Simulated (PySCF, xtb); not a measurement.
C2H9FOSi2, SMILES O[C@H]([SiH3])C[SiH2]F. Other conformers were not sampled.

Harmonic wavenumbers (cm⁻¹) from GFN2-xTB run with xtb at its own minimum, in rising order: 35, 72, 126, 136, 175, 266, 297, 339, 383, 474, 548, 552, 582, 670, 724, 759, 764, 781, 786, 791, 815, 823, 1024, 1060, 1090, 1151, 1251, 1293, 1344, 1477, 2225, 2274, 2306, 2316, 2334, 2919, 2933, 2941, 3546.

### Question
What does B3LYP-D3(BJ)/def2-SVP run with PySCF give at its own minimum? (An estimate is asked for; the answer gives what the named calculation found.)

### Answer
43, 79, 137, 165, 193, 269, 297, 344, 373, 526, 559, 640, 707, 748, 753, 862, 866, 919, 934, 945, 953, 969, 1034, 1051, 1097, 1174, 1244, 1311, 1398, 1437, 2202, 2209, 2239, 2246, 2253, 3008, 3039, 3062, 3795. Paired by order, the mean absolute difference is 63 cm⁻¹ and the zero-point energies are 63.4 and 65.9 kcal/mol.
